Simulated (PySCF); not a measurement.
Dipole response of Au²⁺ (gold, charge +2)

[Xe] 4f14 5d9, 2D determinant. All numbers are calculated (PySCF 2.14, the spin-free X2C one-electron Hamiltonian (Gaussian nucleus), in ANO-RCC-VTZP). Coupled (time-dependent) response in atomic units; α is the mean over directions. The basis has no added diffuse functions, which lowers α and C₆.

```csv
method,mean α (bohr³),"α xx, yy, zz",C₆ (like pair),S(−4)
PBEsol,8.579,"8.485, 8.485, 8.765",56.48,16.18
```

S(−4) is the Cauchy moment in α(ω) = α(0) + S(−4) ω² + …

Spin-orbit coupling is absent.

α(iu) at PBEsol:

```json
{"u (hartree)": "0", "α(iu) (bohr³)": "8.579"}
{"u (hartree)": "0.0500", "α(iu) (bohr³)": "8.539"}
{"u (hartree)": "0.100", "α(iu) (bohr³)": "8.422"}
{"u (hartree)": "0.200", "α(iu) (bohr³)": "8.012"}
{"u (hartree)": "0.300", "α(iu) (bohr³)": "7.469"}
{"u (hartree)": "0.500", "α(iu) (bohr³)": "6.356"}
{"u (hartree)": "0.750", "α(iu) (bohr³)": "5.210"}
{"u (hartree)": "1.00", "α(iu) (bohr³)": "4.322"}
{"u (hartree)": "1.50", "α(iu) (bohr³)": "3.055"}
{"u (hartree)": "2.00", "α(iu) (bohr³)": "2.233"}
{"u (hartree)": "3.00", "α(iu) (bohr³)": "1.315"}
{"u (hartree)": "5.00", "α(iu) (bohr³)": "0.6022"}
```

A single London oscillator, α(iu) = α/(1 + u²/ω²), gives C₆ = (3/4) ω α². Matching the computed C₆ needs ω = 4 × 56.48 / (3 × 8.579²) = 1.02 hartree.

For an ion, C₆ is the dispersion term alone; charge-induced terms of lower order in 1/R come first.

The components differ because the open shell of this determinant is not spherical; for a pure term their mean is the scalar polarisability.

Spin-orbit coupling, absent here, splits the open shell strongly.
